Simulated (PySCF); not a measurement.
Compound: C6H12NOPSi.
Bonds: N1–C2 (triple), C2–C3, C3–P4, P4–O5 (double), P4–C6, C6–C7, C7–Si8, Si8–C9, C9–C10, P4–C10. Hydrogens: H11, H12 on C3; H13, H14 on C6; H15, H16 on C7; H17, H18 on Si8; H19, H20 on C9; H21, H22 on C10.

NICS is the negative of the GIAO shielding at a point without a nucleus: at the ring centre (0) and 1 Å above and below it (1); zz is the component along the ring normal. Level: GIAO PBE0/pcSseg-1 (PySCF, non-relativistic, gas phase) on the GFN2-xTB geometry, one conformer.

Ring bond lengths (Å), with Mayer bond orders in brackets: P4–C6 1.832 (0.91), C6–C7 1.523 (1.03), C7–Si8 1.902 (0.90), Si8–C9 1.902 (0.90), C9–C10 1.523 (1.03), C10–P4 1.832 (0.91).

Problem. Give the NICS values of each ring in ppm.

Solution. 
```csv
ring,type,NICS(0),"NICS(1), two faces","NICS(1)zz, two faces",rms pucker (Å),"centre to ring atoms, mean (Å)"
P4–C6–C7–Si8–C9–C10,6-membered ring with P and Si; formal bonds all single,-1.5,-1.8 / -1.7,4.6 / 5.7,0.30,1.68
```

Problem. What do they say, and how far can they be read as aromaticity?

Solution. 
- P4–C6–C7–Si8–C9–C10: mean NICS(1)zz 5.1 ppm, deshielded. P4, C6, C7, Si8, C9, C10 have four or more neighbours, and the NICS criterion for π rings isn't applied.

Problem. List the ring angles and the Hirshfeld charges of the ring atoms.

Solution. 
- P4–C6–C7–Si8–C9–C10: P4 106.5° (+0.444 e), C6 107.7° (-0.111 e), C7 110.8° (-0.156 e), Si8 108.3° (+0.344 e), C9 110.8° (-0.156 e), C10 107.7° (-0.111 e); sum 651.7° against 720° for a flat convex ring.

Problem. How shielded are the nuclei of the rings and their hydrogens (means over atoms taken as equivalent)?

Solution. 
| atoms | environment | σ isotropic (ppm) |
| --- | --- | --- |
| P4 | phosphoryl phosphorus | 304.7 |
| C6 (×2) | sp3 carbon bound to phosphorus | 158.5 |
| C7 (×2) | sp3 carbon bound to silicon | 183.0 |
| Si8 | SiH2 silicon | 395.8 |
| H13 (×2) | methylene hydrogen | 29.64 |
| H14 (×2) | methylene hydrogen | 29.50 |
| H15 (×2) | methylene hydrogen | 29.96 |
| H16 (×2) | methylene hydrogen | 30.56 |
| H17 | Si–H hydrogen | 27.57 |
| H18 | Si–H hydrogen | 27.59 |
